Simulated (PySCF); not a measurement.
C6H8AlF3.
SMILES: `FC(F)=C(F)[C@H]1CC[CH2][AlH]1`

A linear-response calculation (PySCF, def2-SVPD basis, gas phase, vertical, core orbitals frozen in the response) gave these numbers; the functional is withheld.

Orbital energies (eV): HOMO-3 -9.06, HOMO-2 -7.82, HOMO-1 -7.40, HOMO -6.95, LUMO -0.76, LUMO+1 -0.04, LUMO+2 0.18.

```tsv
state	E (eV)	f	main configurations (H = HOMO, L = LUMO)
S1	5.18	0.0059	H→L (95%)
S2	5.66	0.0009	H-1→L (91%)
S3	6.01	0.013	H-2→L (72%), H→L+1 (24%)
S4	6.13	0.029	H→L+1 (64%), H-2→L (22%)
S5	6.25	0.0072	H→L+2 (68%), H→L+3 (8%), H-1→L+1 (8%)
S6	6.37	0.0083	H→L+3 (73%), H→L+2 (10%)
```

Triplets (Tamm–Dancoff): T1 4.45 eV, H→L+2 (31%), H-1→L+2 (22%), H→L+1 (16%); T2 4.96 eV, H→L (82%), H-1→L (11%); T3 5.42 eV, H-1→L (71%), H-2→L (14%); T4 5.75 eV, H-2→L (68%), H→L+1 (18%).

Vertical ionisation energy by ΔSCF with the same functional: 8.87 eV. Mean static polarisability: 96.7 au.

**Question.** Which of these was used?
A. B3LYP
B. HF
C. CAM-B3LYP
D. PBE

**Answer.** A. B3LYP is a global hybrid with 20% exact exchange. In this run −ε(HOMO) = 6.95 eV differs from the ΔSCF value by -1.92 eV, and S1 differs from the orbital gap of 6.19 eV by -1.00 eV. The ratio −ε(HOMO)/IP is 0.78. Small neutral molecules mostly give 0.67 to 0.83 with B3LYP, 0.5 to 0.7 with PBE, 0.85 to 0.93 with CAM-B3LYP; with Hartree–Fock the ratio is 1 or more (Koopmans' value less the relaxation energy is the ΔSCF value). The other options: PBE, a GGA without exact exchange; HF, time-dependent Hartree–Fock, 100% exact exchange; CAM-B3LYP, range-separated, 19% exact exchange at short range and 65% at long range (ω = 0.33 bohr⁻¹).

Computed with TDDFT B3LYP/def2-SVPD, vertical, gas phase, core orbitals frozen in the response (PySCF). Isolated species at its PBE0-D3(BJ)/def2-SVP geometry (one conformer only).

The run took 16 min on Arm Neoverse N1, one thread (shared host), and the process peaked at 1.2 GiB of memory.
